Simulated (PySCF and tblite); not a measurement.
Results of a calculation; reference values are marked as such.
System: C5H11NS, numbered as in [CH3:1][N:2]1[CH2:3][CH2:4][CH2:5][S:6][CH2:7]1.

The path came from a restrained scan, a climbing-image band and a saddle search at GFN2-xTB; energies are PBE0/pcSseg-1 + D3(BJ)//GFN2-xTB, thermal terms GFN2-xTB. Rate constants are transition-state-theory values, counting equivalent paths, without tunnelling. Run with tblite and PySCF.

(1) Estimate the barrier and the room-temperature rate of the pyramidal inversion at N2.

## Answers

(1) The electronic barrier is 6.7 kcal/mol and ΔG‡(298 K) 5.7 kcal/mol, over a C1 saddle with an imaginary mode of 176i cm⁻¹ (GFN2-xTB). With 1 equivalent path, k is 4.2×10⁸ s⁻¹, a mean lifetime of the start of 2.4 ns against this motion. The end lies 1.8 kcal/mol above the start in free energy.
